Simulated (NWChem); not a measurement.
System: CH₅FGe; SMILES [CH3][GeH2][F]

```xyz
8

Ge     0.3577     0.0536     0.0000
C     -0.7322    -1.5476     0.0000
F     -0.7375     1.4176     0.0000
H      1.2108     0.1980     1.2730
H      1.2112     0.1984    -1.2726
H     -1.3688    -1.5732    -0.8959
H     -0.0929    -2.4433     0.0047
H     -1.3754    -1.5682     0.8913
```
Atoms are numbered in this order, from 1.

Structure relaxed at the PBE0/def2-SVP level.

### Question
List the 4 lowest vertical singlet excitations from B3LYP/def2-SVPD, TDA (NWChem).

### Answer
```
state  energy (eV)  oscillator strength  leading excitation (squared amplitude)
-----  -----------  -------------------  --------------------------------------
S1            7.64                0.005                      HOMO → LUMO (0.98)
S2            7.83                0.000                    HOMO−1 → LUMO (0.99)
S3            8.20                0.029                    HOMO → LUMO+1 (0.99)
S4            8.41                0.044                  HOMO−1 → LUMO+1 (0.98)
```
